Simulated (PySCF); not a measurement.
Simulation results for CH$_{4}$GeO, BClGeH$_{3}$N, CH$_{5}$BGeO, AlClGeH$_{5}$N and others

Computed with PySCF 2.14.0. Calculation on a computer-drawn molecule: optimised geometry and harmonic frequencies of an isolated molecule of the commonest isotopes, restricted reference for singlets and unrestricted otherwise, frozen core in MP2; on germanium a core potential holds 10 electrons, which the energies leave out, and 3d is frozen in MP2 and coupled-cluster steps.

Common to all runs: charge 0; multiplicity 1; basis and core potential on germanium cc-pVDZ-PP ECP10MDF.

(1) CH$_{4}$GeO

Start structure:
```xyz
7
CH4GeO
O     -0.6700    -0.2938    -2.0588
C      0.0744    -1.3002    -1.3272
Ge     1.0154     0.2879    -0.5560
H     -0.3961    -0.2823    -2.9644
H     -0.6274    -1.8359    -0.6924
H      0.5784    -1.9932    -1.9974
H      2.0049     0.3893    -1.7985
```

It was run with method MP2 and basis cc-pVDZ.

The calculation gives: rotational constants 21.37, 5.209, 4.56 GHz; total energy -408.7978 hartree; convergence status largest gradient component 1.451e-05 hartree/bohr.

Drawn bonds:
```tsv
atom	other atom	order
1	2	1
2	3	1
1	4	1
2	5	1
2	6	1
3	7	1
```

Optimised structure:
```xyz
7
CH4GeO
O     -0.6578    -0.2794    -2.0248
C      0.0844    -1.3519    -1.3094
Ge     0.9545     0.3285    -0.6022
H     -0.2336    -0.1893    -2.8942
H     -0.6475    -1.8655    -0.6714
H      0.5621    -2.0491    -2.0120
H      1.9176     0.3785    -1.8806
```

Modes:
```tsv
frequency (cm⁻¹)	reduced mass (dalton)
268.9	9.828
392.7	1.054
554.5	3.33
599.7	1.126
665.2	1.086
850.7	1.188
910.8	7.325
1054	1.033
1176	1.267
1317	1.205
1465	1.078
1912	1.022
3140	1.055
3234	1.115
3809	1.066
```

(2) BClGeH$_{3}$N

Start structure:
```xyz
7
BClGeH3N
N     -0.4551    -1.3740    -2.0265
Ge    -0.0526     0.1490    -1.5495
B      1.7415     1.2687    -1.3906
Cl     1.8955     2.3250    -0.0930
H      0.2088    -1.9463    -2.4879
H     -1.2816     0.8206    -0.9003
H      2.6413     1.0791    -2.0457
```

It was run with method HF and basis cc-pV(D+d)Z.

Results for BClGeH$_{3}$N: rotational constants 21.77, 1.382, 1.299 GHz; total energy -833.7250 hartree; convergence status largest gradient component 1.898e-05 hartree/bohr.

Drawn bonds:
```tsv
atom	other atom	order
1	2	2
2	3	1
3	4	1
1	5	1
2	6	1
3	7	1
```

Optimised structure:
```xyz
7
BClGeH3N
N     -0.4455    -1.3313    -2.1920
Ge    -0.1291     0.1214    -1.3921
B      1.6967     1.1276    -1.3127
Cl     1.8314     2.6329    -0.4260
H      0.3680    -1.7052    -2.6623
H     -1.2972     0.7624    -0.6528
H      2.6735     0.7144    -1.8557
```

Modes:
```tsv
frequency (cm⁻¹)	reduced mass (dalton)
47.09	4.663
122.2	6.397
227.9	10.54
371	1.257
558.8	4.28
736.4	1.442
766.5	1.121
841.6	1.074
879.8	3.618
958.3	3.364
995	1.487
1117	1.364
2265	1.02
2779	1.094
3725	1.076
```

(3) CH$_{5}$BGeO

Start structure:
```xyz
9
CH5BGeO
C      0.0734     1.8967    -0.6152
B     -0.0630     0.5694    -0.2473
Ge    -0.4803    -1.3302     0.0399
O     -0.9128    -2.2808    -1.4243
H     -0.4932     2.6714    -0.3035
H      0.9744     2.2781    -1.1092
H      0.6335    -2.2222     0.4951
H     -1.5017    -1.5390     1.0824
H     -1.6438    -1.8820    -1.8787
```

It was run with method HF and basis cc-pVDZ.

The calculation gives: rotational constants 11.81, 2.415, 2.089 GHz; total energy -433.6598 hartree; convergence status largest gradient component 3.133e-05 hartree/bohr.

Drawn bonds:
```tsv
atom	other atom	order
1	2	2
2	3	1
3	4	1
1	5	1
1	6	1
3	7	1
3	8	1
4	9	1
```

Optimised structure:
```xyz
9
CH5BGeO
C      0.1297     1.9014    -0.5865
B     -0.0998     0.5566    -0.3422
Ge    -0.4787    -1.4245     0.0613
O     -0.9851    -2.3011    -1.4065
H     -0.5396     2.6755    -0.2229
H      0.9886     2.2492    -1.1526
H      0.7674    -2.1642     0.5265
H     -1.5890    -1.4894     1.1143
H     -1.6070    -1.8421    -1.9523
```

Modes:
```tsv
frequency (cm⁻¹)	reduced mass (dalton)
115.5	3.316
146.4	1.096
193.9	1.584
221.1	1.345
333.9	5.28
436.9	6.579
494.1	1.208
698.1	1.394
730.7	9.582
770.6	1.29
856.8	1.192
862.2	1.204
941.2	1.032
979.9	1.101
1390	1.184
1680	5.052
2227	1.021
2276	1.018
3290	1.063
3368	1.108
4159	1.067
```

(4) AlClGeH$_{5}$N

Start structure:
```xyz
9
AlClGeH5N
N     -0.0408     2.8561     2.2361
Al    -0.4646     2.6309     0.4710
Ge    -0.5439     0.3167    -0.2751
Cl    -0.2009    -0.7638     1.5138
H      0.0274     3.6581     2.6790
H      0.0275     2.1003     2.8784
H     -0.7159     3.7968    -0.4871
H     -1.9055    -0.3112    -0.7660
H      0.4121    -0.3637    -1.2367
```

Here we set method HF and basis cc-pV(D+d)Z.

Results for AlClGeH$_{5}$N: rotational constants 3.571, 1.62, 1.13 GHz; total energy -1052.2510 hartree; convergence status largest gradient component 1.46e-05 hartree/bohr.

Drawn bonds:
```tsv
atom	other atom	order
1	2	1
2	3	1
3	4	1
1	5	1
1	6	1
2	7	1
3	8	1
3	9	1
```

Optimised structure:
```xyz
9
AlClGeH5N
N     -0.0873     2.8683     2.1958
Al    -0.4485     2.6132     0.4975
Ge    -0.5867     0.2270    -0.2510
Cl    -0.1896    -0.9996     1.5502
H      0.0022     3.7575     2.6514
H      0.0621     2.1293     2.8589
H     -0.6686     3.8326    -0.4771
H     -1.9506    -0.2651    -0.7476
H      0.4624    -0.2431    -1.2646
```

Modes:
```tsv
frequency (cm⁻¹)	reduced mass (dalton)
39.43	3.306
74.35	6.725
180.4	5.444
316.2	1.056
321.9	8.477
395.7	32.8
441.4	1.135
503.9	1.309
555.7	1.079
590.2	1.072
692.1	1.032
772.1	1.202
801.9	1.13
866.3	5.473
959.1	1.032
1672	1.111
2002	1.043
2210	1.024
2218	1.016
3771	1.052
3857	1.094
```

(5) CH$_{6}$GeO

Start structure:
```xyz
9
CH6GeO
O      0.3990    -1.3713     2.5462
C      0.3339    -1.6915     1.2280
Ge     0.6974    -0.3105     0.0320
H      1.2512    -1.0059     2.7505
H     -0.6629    -2.1891     1.0980
H      1.0363    -2.6029     1.0555
H      2.0169     0.2889     0.2883
H      0.5263    -0.6239    -1.4341
H     -0.3910     0.8127     0.3016
```

Here we set method HF and basis cc-pVDZ.

Drawn bonds:
```tsv
atom	other atom	order
1	2	1
2	3	1
1	4	1
2	5	1
2	6	1
3	7	1
3	8	1
3	9	1
```

(6) BGeH$_{2}$NO

Start structure:
```xyz
6
BGeH2NO
N     -1.6813     0.7758    -3.8405
B     -1.3572     0.3414    -2.7318
O     -1.0138    -0.1252    -1.5447
Ge    -1.9034    -0.9617    -0.1966
H     -1.9100     1.1319    -4.7267
H     -3.3222    -0.9664    -0.9195
```

Settings of this run: method MP2 and basis cc-pVDZ.

Drawn bonds:
```tsv
atom	other atom	order
1	2	2
2	3	1
3	4	1
1	5	1
4	6	1
```

Question: Estimate the total energy of CH$_{6}$GeO (entry 5).
Answer: -409.5752 hartree

Question: Give the missing rotational constants for CH$_{6}$GeO (entry 5).
Answer: 25.39, 3.59, 3.367 GHz

Question: Give the missing rotational constants for BGeH$_{2}$NO (entry 6).
Answer: 33.11, 1.953, 1.845 GHz

Question: BGeH$_{2}$NO (entry 6): total energy?
Answer: -449.0911 hartree

Question: Give the table of modes values for BGeH$_{2}$NO (entry 6).
Answer: 
Modes:
```tsv
frequency (cm⁻¹)	reduced mass (dalton)
89.62	1.709
98.1	8.365
171.4	1.45
217.7	1.113
455.2	3.739
495.1	3.134
587.1	6.206
794.9	1.121
1035	11
1928	1.033
2039	7.784
3922	1.1
```

Further results for CH$_{6}$GeO (entry 5):

* convergence status largest gradient component: 2.9e-05 hartree/bohr

Optimised structure:
```xyz
9
CH6GeO
O      0.4387    -1.3607     2.6006
C      0.3232    -1.7518     1.2524
Ge     0.6299    -0.2391     0.0133
H      1.3383    -1.1357     2.7852
H     -0.6940    -2.1195     1.1186
H      0.9955    -2.5829     1.0130
H      2.0038     0.3780     0.3210
H      0.6161    -0.7164    -1.4455
H     -0.4443     0.8346     0.2073
```

Modes:
```tsv
frequency (cm⁻¹)	reduced mass (dalton)
147.2	1.191
236.8	4.061
321.2	1.076
511.7	1.031
531.5	1.793
703.9	1.977
887.4	1.338
914.4	1.045
962.5	1.026
965	1.024
1157	6.451
1235	1.034
1398	1.263
1496	1.212
1585	1.076
2197	1.022
2212	1.021
2233	1.015
3167	1.068
3256	1.098
4147	1.067
```

Further results for BGeH$_{2}$NO (entry 6):

- convergence status largest gradient component: 2.11e-05 hartree/bohr

Optimised structure:
```xyz
6
BGeH2NO
N     -1.6868     0.7626    -3.8142
B     -1.3324     0.3274    -2.6888
O     -0.9024    -0.1240    -1.4902
Ge    -1.9452    -0.9636    -0.2135
H     -2.0155     1.0923    -4.6961
H     -3.3056    -0.8989    -1.0570
```
